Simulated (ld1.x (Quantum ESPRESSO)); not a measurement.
Se (Z = 34): one change to a TM potential, before and after

ld1.x (Quantum ESPRESSO) 7.5 input, shortened:

```
&input
   title='Se', zed=34., rel=1, dft='PZ', iswitch=3,
   config='[Ar] 3d10 4s2 4p4 4d-2'
 /
 &inputp
   pseudotype=2, tm=.true., lloc=1,
   nlcc=.false.
 /
3
4S  1  0   2.00   0.00  1.50  1.50  0.0
4D  3  2  -2.00  -0.10  1.60  1.60  0.0
4P  2  1   4.00   0.00  1.30  1.30  0.0
 &test
   configts(1)='4s2 4p4'
 /
```

Change: functional BLYP.

Cutoffs: the cutoffs (Ry, on a coarse ladder) from which the occupation-weighted sum of valence levels, in a spherical-Bessel basis at the reference potential, stays within 10 and 1 mRy of its value at 400 Ry; they do not see the model core or the augmentation charge, which bear on the density cutoff. Errors are all-electron minus pseudo energies relative to the spin-unpolarised reference configuration.

Predict the effect on cutoff, ghosts and configuration errors.

The potential gets neither clearly harder nor softer (60 Ry and 110 Ry → 60 Ry and 110 Ry); both files keep a bound ghost (d, s); the number of tests with a reliable result goes from 9 to 7; of the 7 tests that both files solve, the error grows in 5 and shrinks in 0 by more than 15 % and 0.3 meV (median size 20.1 → 23.1 meV).

| quantity | base | changed |
| --- | --- | --- |
| cutoff, loose | 60 Ry | 60 Ry |
| cutoff, tight | 110 Ry | 110 Ry |
| bound ghosts | s, d | s, d |
| error for 4s2 4p3, meV [ΔE 11.01 → 10.70 eV] | +2.9 | +5.1 |
| error for 4s2 4p2, meV [ΔE 31.57 → 30.94 eV] | +20 | +31 |
| error for 4s2 4p1, meV [ΔE 62.72 → 61.77 eV] | +67 | +100 |
| error for 4s1 4p4, meV [ΔE 22.59 → 22.29 eV] | +20 | +23 |
| error for 4s2 4p3.5, meV [ΔE 4.39 → 4.24 eV] | +0.3 | +0.8 |
| error for 4s2 4p4.3, meV [ΔE -1.64 → -1.55 eV] | +0.5 | +0.6 |
| error for 4s2 4p0, meV [ΔE 105.30 → 104.03 eV] | +176 | +262 |
| s: phases at 1.74 bohr within 0.05 rad from the reference energy up to (Ry; the scan ends near 5) | to the end of the scan | to the end of the scan |
| p: phases at 1.74 bohr within 0.05 rad from the reference energy up to (Ry; the scan ends near 5) | 4.0 | 4.1 |
| d: phases at 1.74 bohr within 0.05 rad from the reference energy up to (Ry; the scan ends near 5) | 2.4 | 2.5 |

 A true bound ghost makes a file unfit for plane-wave use even where its test errors are small: the radial tests pick states by their node count and pass the ghost by.
